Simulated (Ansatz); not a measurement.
`O[SiH2]B(F)Cl` and `C[SiH2]B(F)Cl` differ in one atom or group.

Ansatz, PBE0-D4/def2-TZVP geometries, multiplicity 1. Each molecule was computed in one conformer, which needn't be the lowest.

```tsv
property	`O[SiH2]B(F)Cl`
HOMO energy (PBE/def2-TZVPP) / eV	-7.05
LUMO energy (B3LYP/def2-TZVPP) / eV	-1.93
HOMO energy (PBE0/def2-TZVPP) / eV	-8.44
HOMO–LUMO gap (PBE/def2-TZVPP) / eV	4.38
LUMO energy (PBE/def2-TZVPP) / eV	-2.67
HOMO energy (ωB97M-V/def2-TZVPP) / eV	-10.61
```

**Question.** Give the same properties after the change, and the shifts. (Estimate.)

**Answer.** Computed: 
```tsv
property	`C[SiH2]B(F)Cl`	shift
HOMO energy (PBE/def2-TZVPP) / eV	-7.08	-0.03
LUMO energy (B3LYP/def2-TZVPP) / eV	-1.72	0.21
HOMO energy (PBE0/def2-TZVPP) / eV	-8.38	0.06
HOMO–LUMO gap (PBE/def2-TZVPP) / eV	4.61	0.23
LUMO energy (PBE/def2-TZVPP) / eV	-2.47	0.20
HOMO energy (ωB97M-V/def2-TZVPP) / eV	-10.52	0.09
```

With PBE0 the HOMO rises by 0.06 eV and the LUMO rises by 0.21 eV, so the gap widens by about 0.15 eV. PBE moves the HOMO by -0.03 eV and ωB97M-V by 0.09 eV.

B3LYP here is the variant with VWN-RPA as its local correlation; programs differ in this.
